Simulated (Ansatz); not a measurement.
`[OH][InH2]` + `[SiH3]`• → `[OH][InH]`• + SiH₄ at 400 K and 1 bar (hydrogen abstraction from the In–H bond).

Computed with Ansatz on PBE0-D4/def2-TZVP structures; ΔE is electronic, products minus reactants. CBS: MP2 limit from def2 TZ/QZ plus the TZ coupled-cluster correction, frozen cores. This one scheme is used for every species. Open shells (•) are unrestricted, without spin–orbit coupling. Elements past krypton have def2 core potentials. For In outer-core shells are correlated without core-valence functions, which leaves a few kJ/mol of doubt a bond.

```tsv
species	CCSD(T)/CBS energy (Eh)	H − E (kJ/mol)	S (J/(mol·K))
`[OH][InH2]`	-266.78179	85.2	295.5
`[SiH3]`•	-290.80808	70.3	229.7
`[OH][InH]`•	-266.16272	63.3	292.3
SiH₄	-291.46306	96.9	218.6
```

H − E and S are ideal-gas, rigid-rotor, harmonic terms from PBE0-D4/def2-TZVP, with the whole ground term of open shells counted as degenerate. 1 Eh = 2625.50 kJ/mol, R = 8.31446 J/(mol·K).

Question: By hand: ΔE, ΔH, ΔS and ΔG.

Answer: ΔE = (-266.16272) + (-291.46306) − (-266.78179) − (-290.80808) = -0.03591 Eh = -94.3 kJ/mol. Δ(H − E) = 63.3 + 96.9 − 85.2 − 70.3 = 4.7, so ΔH = -89.6 kJ/mol. ΔS = 292.3 + 218.6 − 295.5 − 229.7 = -14.3 J/(mol·K). ΔG = -89.6 − 400 × (-14.3)/1000 = -83.9 kJ/mol.

Question: By hand: the equilibrium constant, and the temperature at which ΔG would vanish if ΔH and ΔS stayed fixed.

Answer: log₁₀ K = −ΔG/(RT ln 10) = 11.0. ΔG = 0 at ΔH/ΔS = 6266 K, far beyond where these terms or the molecules hold.

The number of gas molecules stays the same, so ΔS is small and ΔH decides. A doubt of 5 kJ/mol in ΔE shifts log₁₀ K by 0.7 here. These are equilibria of isolated gas molecules and say nothing of rates. Largest T1 diagnostic: 0.021 (customary marks: 0.02 for closed shells, 0.045 for open ones).
